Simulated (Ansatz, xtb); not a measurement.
Molecule: ZrH (charge 0, quartet). The spin state was set by rule; other spins were not relaxed. SMILES: [ZrH]
Structure (B3LYP-D3(BJ)/def2-TZVP (Ansatz, a first-principles code) minimum search):
```
Zr
H 1 1.8680
```
Charge 0, spin multiplicity 4.

Harmonic wavenumbers from GFN2-xTB (xtb, at its own minimum), cm⁻¹: 1707.

Problem. Give the harmonic wavenumbers at B3LYP-D3(BJ)/def2-TZVP (Ansatz, finite differences of forces, unscaled).

Solution. 1585 cm⁻¹. Zero-point energy 2.3 kcal/mol.

Problem. From these and the geometry, give the ideal-gas thermochemistry at 298.15 K and 1 atm (rigid rotor, harmonic oscillator).

Solution. Point group C∞v, rotational symmetry number 1. Rotational constants 145.3, 145.3 GHz. S(trans) 39.48, S(rot) 9.45, S(vib) 0.01, S(elec, spin only) 2.75, S 51.7 cal/(mol K). H(298) - H(0) 2.08 kcal/mol; G - E(el) -11.1 kcal/mol.
